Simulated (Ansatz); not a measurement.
Match the barriers

Saddle point of C$_{2}$H$_{10}$Ge, closed shell (C₂H₈Ge ([CH3][CH2][GeH3]) + H₂ → C₂H₆ (CC) + GeH₄; bonds formed: Ge1–H8, C2–H7; bonds broken: Ge1–C2, H7–H8), PBE0-D4/def2-TZVP structure:

```xyz
13
angstrom
Ge -0.4499 0.0260 1.4766
C 0.7382 -0.2521 -0.4727
C -0.0086 0.5747 -1.4972
H 0.0371 1.5226 1.2961
H -1.9793 0.1031 1.3591
H 0.1925 -0.4534 2.7862
H 0.0087 -1.1395 0.3004
H -0.6287 -1.7964 1.0147
H 1.0841 -1.2062 -0.9017
H 1.6207 0.2422 -0.0605
H -0.3394 1.5268 -1.0732
H 0.6157 0.8086 -2.3639
H -0.8911 0.0440 -1.8638
```

Ansatz 0.2.0; basis: def2-TZVPP, with def2-QZVPP for the basis limit; cores frozen in the correlated methods. Filled d shells of the heavier atoms are correlated. The def2 sets are not built for correlating such inner shells, so the correlated values are less sure here. B3LYP uses VWN-RPA correlation. Extrapolation: Hartree–Fock as exp(−7.88 √X), correlation as X^−2.97. Four methods, as single points on the PBE0-D4 structures, gave these electronic barriers from the start structure: 75.20, 78.09, 82.73, 93.51 kcal/mol.

(1) The methods were, in alphabetical order, B3LYP-D4, BHLYP-D4, BLYP-D4, HF. Which gave which? (Judge from chemistry; the calculation decides.)

No T1 diagnostic of these runs exceeds 0.012.

Results:

(1) Computed: BLYP-D4 75.20; B3LYP-D4 78.09; BHLYP-D4 82.73; HF 93.51 kcal/mol. For comparison, CCSD(T) at an estimated basis limit (MP2 extrapolated from triple and quadruple zeta, plus CCSD(T) − MP2 in triple zeta) gives 81.56 kcal/mol.

Labels in which every atom is bracketed show which atoms are joined, not bond orders.

For scale, one of the runs: CCSD(T)/def2-TZVPP, 250 basis functions, launched by `ansatz run in.yaml --threads 8 --pin off --events-out ev --progress --plain --max-ram 19148MiB`. Hardware: 8 CPU threads of an Arm Neoverse V1, shared host. Wall time 95 s; peak host memory 5.4 GiB.
